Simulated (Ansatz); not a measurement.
Reaction (substitution at a C–Si bond): `C=C[SiH2]NC` + `BN[SiH2][SiH3]` → `BN(C=C)[SiH2][SiH3]` + `CN[SiH3]`

Computed with Ansatz on PBE0-D4/def2-TZVP structures; ΔE is electronic, products minus reactants. CBS: MP2 limit from def2 TZ/QZ plus the TZ coupled-cluster correction, frozen cores. DFT in def2-TZVPP. B3LYP here is the variant with VWN-RPA as its local correlation; programs differ in this. HSE06 is defined as in plane-wave codes. One conformer a species, not always the lowest.

`C=C[SiH2]NC`:

Cartesian coordinates in Å:
```
C -2.078 1.219 0.320
C -0.981 1.695 -0.263
Si 0.607 0.734 -0.392
N 0.279 -0.925 -0.099
C 1.279 -1.882 0.326
H -2.093 0.232 0.773
H -3.000 1.791 0.375
H -1.022 2.693 -0.699
H 1.610 1.149 0.629
H 1.208 1.047 -1.727
H -0.474 -1.345 -0.624
H 1.842 -2.330 -0.503
H 0.823 -2.693 0.902
H 1.999 -1.386 0.981
```

`BN[SiH2][SiH3]`:

Z-matrix (Å, degrees):
```
Si
N 1 1.751
Si 1 2.344 2 111.0
H 1 1.490 2 109.6 3 120.2
H 1 1.483 2 107.1 3 -121.4
B 2 1.399 1 126.8 3 114.5
H 2 1.011 1 116.5 3 -63.9
H 3 1.488 1 110.6 2 -63.2
H 3 1.488 1 110.5 2 176.0
H 3 1.490 1 109.9 2 56.4
H 6 1.198 2 119.0 1 1.3
H 6 1.198 2 119.6 1 -178.7
```

`BN(C=C)[SiH2][SiH3]`:

Z-matrix (Å, degrees):
```
Si
Si 1 2.348
N 1 1.773 2 110.9
H 1 1.481 2 110.6 3 -117.6
H 1 1.489 2 110.3 3 121.7
H 2 1.489 1 108.5 3 153.4
H 2 1.487 1 109.7 3 34.7
H 2 1.487 1 112.4 3 -87.0
C 3 1.402 1 119.0 2 61.4
B 3 1.408 1 120.9 2 -115.5
C 9 1.330 3 126.1 1 6.3
H 9 1.086 3 113.5 1 -173.6
H 10 1.198 3 118.7 1 177.1
H 10 1.194 3 119.5 1 -2.7
H 11 1.081 9 119.8 3 -179.4
H 11 1.084 9 123.2 3 1.5
```

`CN[SiH3]`:

Z-matrix (Å, degrees):
```
C
N 1 1.447
H 1 1.093 2 109.5
H 1 1.094 2 110.9 3 -117.8
H 1 1.098 2 113.8 3 120.2
Si 2 1.716 1 123.0 3 -36.9
H 2 1.007 1 113.6 3 170.5
H 6 1.486 2 107.4 1 175.3
H 6 1.488 2 108.6 1 55.3
H 6 1.496 2 115.3 1 -64.3
```

```csv
level,ΔE (kJ/mol),difference from CCSD(T)/CBS
LDA (SPW92),26.7,-18.5
PBE-D4,37.7,-7.5
revPBE-D4,35.1,-10.1
BLYP-D4,38.4,-6.8
B97M-V,45.1,-0.1
PBE0-D4,40.0,-5.2
B3LYP-D4,40.8,-4.4
r2SCANh-D4,42.7,-2.5
r2SCAN0-D4,43.1,-2.1
HSE06-D4,40.2,-5.0
BHLYP-D4,43.3,-1.9
CAM-B3LYP-D4,42.1,-3.1
ωB97X-V,43.1,-2.1
ωB97M-V,45.4,0.2
B2PLYP,46.7,1.5
PBE,42.7,-2.5
revPBE,49.1,3.9
BLYP,49.1,3.9
PBE0,44.5,-0.7
B3LYP,48.8,3.6
r2SCAN0,44.8,-0.4
HSE06,44.4,-0.8
BHLYP,49.5,4.3
CAM-B3LYP,46.8,1.6
RPA@PBE/def2-TZVPP,41.9,-3.3
HF/def2-SVP,46.1,0.9
MP2/def2-SVP,32.8,-12.4
CCSD/def2-SVP,35.8,-9.4
CCSD(T)/def2-SVP,33.0,-12.2
HF/def2-TZVPP,54.7,9.5
MP2/def2-TZVPP,42.1,-3.1
SCS-MP2/def2-TZVPP,44.1,-1.1
CCSD/def2-TZVPP,46.8,1.6
CCSD(T)/def2-TZVPP,44.0,-1.2
HF/def2-QZVPP,54.5,9.3
MP2/def2-QZVPP,42.7,-2.5
SCS-MP2/def2-QZVPP,45.0,-0.2
HF/CBS(def2),54.5,9.3
MP2/CBS(def2),43.3,-1.9
CCSD/CBS(def2),48.0,2.8
CCSD(T)/CBS,45.2,0
```

Largest T1 diagnostic among the species: 0.014.

Leaving LDA and LC-ωPBE aside and taking each functional with its dispersion term where it has one, the values spread over 11.6 kJ/mol, from revPBE-D4 to B2PLYP. LDA lies −16.0 kJ/mol from PBE without D4. In def2-TZVPP, CCSD(T) changes the Hartree–Fock value by −10.7 kJ/mol (the triples alone add −2.8 kJ/mol) and MP2 by −12.7 kJ/mol. At CCSD(T), def2-SVP lies −12.2 kJ/mol from the extrapolated value and def2-TZVPP −1.2 kJ/mol.

CCSD(T)/CBS has its own doubt, a few kJ/mol and more with outer-core shells, so smaller differences from it don't rank the levels.
